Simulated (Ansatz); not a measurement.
CrNF3⁻. The state is a doublet with charge -1. Geometry PBE0-D4/def2-SVP, that of the neutral singlet; atoms count from 1.

```tsv
atom	x (Å)	y (Å)	z (Å)
Cr1	0.000	0.015	0.000
N2	-0.017	-1.462	0.050
F3	-1.163	0.458	-1.143
F4	1.565	0.449	-0.464
F5	-0.386	0.541	1.557
```

Problem. Estimate the Mulliken populations from the PBE0/def2-TZVPD orbitals of Ansatz.

Solution. 
| atom | charge (e) | spin (α − β) | d electrons |
| --- | --- | --- | --- |
| Cr1 | 1.85 | 1.14 | 4.21 |
| N2 | -0.65 | -0.25 | – |
| F3 | -0.72 | 0.03 | – |
| F4 | -0.74 | 0.04 | – |
| F5 | -0.74 | 0.04 | – |
Mulliken values and Mayer orders depend strongly on the basis. With diffuse functions, as here, like atoms can get unlike values, and bond orders can come out too low or too high.

Problem. Where does the spin sit?

Solution. Summed by element: Cr 1.14, N -0.25, F 0.11, of 1 unpaired in all. Largest on single atoms: Cr1 1.14, N2 -0.25, F4 0.04.

Problem. And the Mayer bond orders between bonded heavy atoms (over 0.3)?

Solution. Cr1–N2 2.45 (1.48 Å); Cr1–F3 0.32 (1.69 Å); Cr1–F4 0.32 (1.69 Å); Cr1–F5 0.32 (1.69 Å).
